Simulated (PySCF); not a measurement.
VOCl3, SMILES [O]=[V]([Cl])([Cl])[Cl], multiplicity 1. Heavy atoms are numbered as in [V:1](=[O:2])([Cl:3])([Cl:4])[Cl:5].

Geometry optimised at PBE-D3(BJ)/def2-SVP. The spin state was assumed, not searched.

Calculation: PBE/pcSseg-1 in PySCF.

GIAO shieldings, no solvent; atoms alike by connectivity are averaged. δ = σ(ref) − σ: ¹⁷O against H2O (σ = 334.3 ppm); ³⁵Cl against HCl (σ = 936.5 ppm), references at their B3LYP-D3(BJ)/def2-TZVP geometries, non-relativistic (without spin–orbit terms, shifts of atoms bonded to Cl or Br come out too high).

Q: Estimate the chemical shifts. (The exact figures need the calculation; the answer reports its results.)

A: 
```
nucleus  atoms  count  δ (ppm)
-------  -----  -----  -------
¹⁷O         O2      1   1253.3
³⁵Cl       Cl3      3    971.1
```
